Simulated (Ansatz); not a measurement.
Ansatz (a program for electronic structure) input (CCSD(T)/cc-pVTZ):

Ansatz 0.2 input:
```yaml
crystal:
  periodic: [false, false, false]
  atoms:
    - {symbol: C, position_ang: [-1.87008517, -0.11680077, 0.04349366]}
    - {symbol: C, position_ang: [-0.76880887, -1.09583546, 0.06149911]}
    - {symbol: C, position_ang: [0.55821871, -0.84152646, 0.02349954]}
    - {symbol: C, position_ang: [1.05785173, 0.45726265, -0.04088759]}
    - {symbol: N, position_ang: [1.50459616, 1.51158234, -0.09400540]}
    - {symbol: H, position_ang: [-1.54198019, 0.92009811, -0.00644816]}
    - {symbol: H, position_ang: [-2.52664283, -0.32855154, -0.80672025]}
    - {symbol: H, position_ang: [-2.49066921, -0.25605973, 0.93470207]}
    - {symbol: H, position_ang: [-1.04825455, -2.14359317, 0.11088778]}
    - {symbol: H, position_ang: [1.30749701, -1.62466096, 0.04062151]}
    - {symbol: H, position_ang: [1.90481821, 2.43309113, -0.14063354]}
basis:
  gaussian:
    orbitals: cc-pVTZ
total_charge: 1
magnetization: {spin_polarized: false}
correlation: {method: ccsd_t, electrons: outside_noble_gas}
```

Output:

```
Functional definition: HF
integrals: 1.29 GiB planned
1334 factors; integrals over basis functions are off by at most 9.7e-4 eV
mean field: 0.94 GiB planned
mean field evaluation 1: about -5688.1910 eV, gradient 4.2e1 eV
mean field evaluation 2: about -5688.5274 eV, gradient 4.2e1 eV
mean field evaluation 4: about -5692.7183 eV, gradient 4.7e0 eV
mean field evaluation 8: about -5692.7893 eV, gradient 3.9e-1 eV
mean field evaluation 16: about -5688.1902 eV, gradient 4.2e1 eV
mean field -5692.79038077 eV, -209.2061877813 hartree, gradient 2.4e-6 eV, S^2 0.000000; 0 other end points of the search recorded, 0 dependent functions left out
5 core orbitals not correlated
reference -5692.79038077 eV, -209.2061877813 hartree; 13, 13 occupied and 216, 216 virtual orbitals, 1334 factors
second order -22.26579568 eV of doubles, -0.00000000 eV of singles
coupled cluster: 2.82 GiB planned
cycle   1  -22.33362912 eV  change   -6.8e-2 eV  update   1.2e-1
cycle   2  -22.94166591 eV  change   -6.1e-1 eV  update   3.6e-2
cycle   3  -23.09766814 eV  change   -1.6e-1 eV  update   2.0e-2
cycle   4  -23.08880627 eV  change    8.9e-3 eV  update   6.2e-3
cycle   5  -23.08851144 eV  change    2.9e-4 eV  update   3.4e-3
cycle   6  -23.08992073 eV  change   -1.4e-3 eV  update   1.1e-3
cycle   7  -23.08940903 eV  change    5.1e-4 eV  update   5.4e-4
cycle   8  -23.08929705 eV  change    1.1e-4 eV  update   1.4e-4
cycle   9  -23.08935798 eV  change   -6.1e-5 eV  update   6.6e-5
cycle  10  -23.08933228 eV  change    2.6e-5 eV  update   1.9e-5
perturbative correction -1.11492700 eV, -0.0409728116 hartree
Total energy: -5716.99464005 eV, -210.0956779037 hartree
```

It need not be the lowest isomer of its formula.
